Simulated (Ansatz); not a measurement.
## Ligand exchange: Mg(CH3)Br + CH5N → Mg(CH3)(NH2) + CH3Br

Species: Mg(CH3)Br, singlet; CH5N (methylamine) `CN`, singlet; Mg(CH3)(NH2), singlet; CH3Br `CBr`, singlet. The partners trade Br for NH2: Mg–Br and C–NH2 bonds give way to Mg–NH2 and C–Br.

Shapes, held fixed at every level: PBE0-D4/def2-TZVP. Programs: Ansatz 0.2.0. Electronic energies: no zero-point or thermal term.

```json
{"level": "B3LYP-D4/def2-TZVPP", "kind": "global hybrid", "ΔE (kJ/mol)": "+131.7", "less CCSD(T)/def2-TZVPP": "+1.8"}
{"level": "wB97X-V/def2-TZVPP", "kind": "range-separated hybrid", "ΔE (kJ/mol)": "+137.5", "less CCSD(T)/def2-TZVPP": "+7.6"}
{"level": "MP2/def2-TZVPP", "kind": "perturbation theory", "ΔE (kJ/mol)": "+127.6", "less CCSD(T)/def2-TZVPP": "-2.3"}
{"level": "CCSD(T)/def2-SVP", "kind": "coupled cluster or CI", "ΔE (kJ/mol)": "+156.1", "less CCSD(T)/def2-TZVPP": "+26.2"}
{"level": "CCSD/def2-SVP", "kind": "coupled cluster or CI", "ΔE (kJ/mol)": "+158.8", "less CCSD(T)/def2-TZVPP": "+28.9"}
{"level": "CCSD/def2-TZVPP", "kind": "coupled cluster or CI", "ΔE (kJ/mol)": "+133.6", "less CCSD(T)/def2-TZVPP": "+3.7"}
{"level": "CCSD(T)/def2-TZVPP", "kind": "coupled cluster or CI", "ΔE (kJ/mol)": "+129.9", "less CCSD(T)/def2-TZVPP": "0.0"}
```

The highest level, CCSD(T)/def2-TZVPP, gives ΔE = +129.9 kJ/mol; the levels span +127.6 to +158.8. The column of differences is taken from that level and isn't an error. No measured value is set beside it here. Relativity is left out for Br unless named. Correlated rows may include outer-core shells of Br, Mg, which these sets cover unevenly.
